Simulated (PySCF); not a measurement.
**Shapes and spin states of SiBr₂**

Computed with PySCF, PBE0, basis Si def2-SVP, Br def2-SVP (no relativity, density fitting).

Relaxations began from a few typed shapes and spin states; open shells are unrestricted. The search is not exhaustive: other isomers or separated fragments can lie lower, and high-lying points may rest on an excited occupation.

(1) Which is the lowest minimum found?
A. singlet C2v: Si–Br 2.256 Å (×2); Br–Si–Br 102.1°
B. singlet D∞h: Si–Br 2.378 Å (×2); Br–Si–Br 180.0°
C. triplet C2v: Si–Br 2.222 Å (×2); Br–Si–Br 120.5°

Results:

(1) A. The others lie at 167.0 (singlet D∞h, a saddle point), 181.3 (triplet C2v) kJ/mol above it.

Counting electrons, silicon keeps 2 of its valence electrons outside its bonds, so the VSEPR class is AX2E1 and the expected shape is bent (C2v), as computed.
